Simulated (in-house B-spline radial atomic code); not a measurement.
A fraction x of an electron is removed from 3d in the chromium ion Cr⁴⁺, starting from [Ar] 3d2 and keeping the highest spin. All numbers are computed (scalar-relativistic (X2C) r2SCAN0, spin-polarised, spherical fractional occupations; Fermi nucleus of rms radius 3.6452 fm) with a radial B-spline atomic code at the basis-set limit, not measured.

Caution: exact exchange at fractional occupations of open shells leaves self-interaction of up to several eV.

| x | E(x) - E(0) (eV) | 3d up level (eV) |
| --- | --- | --- |
| 0 | 0.0000 | -58.601 |
| 0.07 | 4.1471 | -59.890 |
| 0.2 | 12.0895 | -62.305 |
| 0.27 | 16.4967 | -63.617 |
| 0.45 | 28.2538 | -67.027 |
| 0.5 | 31.6291 | -67.983 |
| 0.62 | 39.9256 | -70.295 |
| 0.66 | 42.7529 | -71.071 |
| 0.77 | 50.6885 | -73.216 |
| 0.99 | 67.2727 | -77.562 |
| 1 | 68.0493 | -77.761 |

The exact functional would give a straight line between the two integer points. Deviations E(x) - E(0) - x[E(1) - E(0)], in eV: -0.616 at x = 0.07, -1.52 at x = 0.2, -1.877 at x = 0.27, -2.368 at x = 0.45, -2.396 at x = 0.5, -2.265 at x = 0.62, -2.16 at x = 0.66, -1.709 at x = 0.77, -0.096 at x = 0.99.

The curve lies below the straight line by up to 2.396 eV (at x = 0.5): convex, the delocalisation error, to which spherically averaged exact exchange adds.

Question: How well does Slater's transition state (minus the level at half occupation) give the ionisation energy?

Answer: It gives 67.983 eV against 68.049 eV from the two total energies; NIST lists 69.46 eV, ground level to ground level. The end point has an open shell averaged over its orbitals, so its exact exchange keeps a self-interaction and this is no true integer point.
